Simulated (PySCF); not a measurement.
Compound: C₃H₈NOSi (doublet state).
Cartesian coordinates in Å at the GFN2-xTB level; atoms count from 1:
```
atom  x, y, z in Å
C1    -2.5472   -0.2031    0.1554
C2    -1.2056   -0.1348    0.8030
C3    -0.0576   -0.4100    0.1109
O4     0.1625   -1.0884   -0.8951
Si5    1.5067    0.6128    0.7223
N6     2.7911   -0.2417   -0.0085
H7    -2.4838   -0.7705   -0.7704
H8    -3.2528   -0.6878    0.8319
H9    -2.9403    0.7919   -0.0685
H10   -1.1429    0.3389    1.7698
H11    1.5766    0.5035    2.1791
H12    1.3043    2.0034    0.2963
H13    2.5684   -0.8509   -0.7822
H14    3.7199    0.1362   -0.0861
```

The hyperfine couplings belong to this conformer and change with its torsions.

The species is `C[CH]C(=O)[SiH2]N` [radical].

Computed, not measured: PySCF, UKS B3LYP, pcH-1 on C H N O Si, non-relativistic, mean-field spin-orbit, GIAO. Isolated species at its GFN2-xTB geometry (one conformer only). The geometry wasn't refined by DFT: couplings that depend on bond lengths, twists or pyramidal angles can differ widely from those at the functional's own minimum. The frame is twisted about the C2–C3 bond at this geometry (dihedral H10–C2–C3–Si5 = -19°); couplings at other torsion angles weren't computed. Stability of the SCF solution: not tested.

Principal values of hyperfine tensors in MHz (contact, dipolar and spin–orbit terms together), for some of the nuclei:

| atom | isotope | A1 | A2 | A3 |
| --- | --- | --- | --- | --- |
| H9 | 1H | 81.64 | 81.93 | 93.69 |
| H8 | 1H | 73.16 | 76.56 | 84.37 |
| C2 | 13C | -1.17 | 0.15 | 164.30 |
| H10 | 1H | -64.45 | -41.95 | -10.38 |
| Si5 | 29Si | -42.44 | -27.01 | -26.05 |
| O4 | 17O | -134.51 | 23.58 | 33.04 |
| C1 | 13C | -23.99 | -21.84 | -16.90 |
| H11 | 1H | 12.60 | 13.33 | 18.11 |

(1) Split each tensor into its isotropic and traceless parts, and turn a_iso into mT with g = 2.0060.

(2) What spin density at the nucleus of O4 lies behind its contact coupling (g_N = -0.75752)?

(3) C3 (13C, g_N = 1.40482) isn't in the table. Its spin density at the nucleus is -0.03285 bohr⁻³. What is its contact coupling?

(4) In a single crystal, with the field along each principal axis of the tensor of C2 in turn, what first-order splitting does this nucleus give (isotropic g, quadrupole terms neglected)?

Results:

(1) a_iso is a third of the trace, T = A − a_iso, and a(mT) = a(MHz)/(g × 13.996). The tensors hold a spin–orbit part: the run splits a_iso into a_FC + a_SO, and T includes its anisotropic share.

| atom | a_iso (MHz) | a_FC | a_SO | a_iso (mT) | T1 | T2 | T3 |
| --- | --- | --- | --- | --- | --- | --- | --- |
| H9 | 85.75 | 85.75 | 0.00 | 3.054 | -4.11 | -3.83 | 7.94 |
| H8 | 78.03 | 78.03 | 0.00 | 2.779 | -4.87 | -1.47 | 6.34 |
| C2 | 54.42 | 54.66 | -0.24 | 1.938 | -55.60 | -54.28 | 109.87 |
| H10 | -38.92 | -38.91 | -0.01 | -1.386 | -25.52 | -3.02 | 28.54 |
| Si5 | -31.83 | -31.86 | 0.03 | -1.134 | -10.61 | 4.83 | 5.78 |
| O4 | -25.96 | -24.97 | -0.99 | -0.925 | -108.55 | 49.55 | 59.00 |
| C1 | -20.91 | -20.89 | -0.02 | -0.745 | -3.08 | -0.94 | 4.01 |
| H11 | 14.68 | 14.68 | 0.00 | 0.523 | -2.08 | -1.35 | 3.43 |

(2) a_FC = (2μ0/3) gₑ μB g_N μN ρ(0)/(2S·h) = 800.24 MHz × g_N × ρ(0)/(2S), with ρ in bohr⁻³. With a_FC = -24.97 MHz and 2S = 1, ρ(0) = 0.0412 bohr⁻³. The nuclear moment is negative, so coupling and spin density have opposite signs.

(3) By the same relation, a_FC = -36.9 MHz. The spin–orbit term adds +0.17 MHz. Its full tensor has the principal values -57.19, -31.10, -21.99 MHz.

(4) 2 lines (I = 1/2), spaced by |A_i|/(g × 13.996): 0.04, 0.01, 5.85 mT along the axes of A1, A2 and A3.
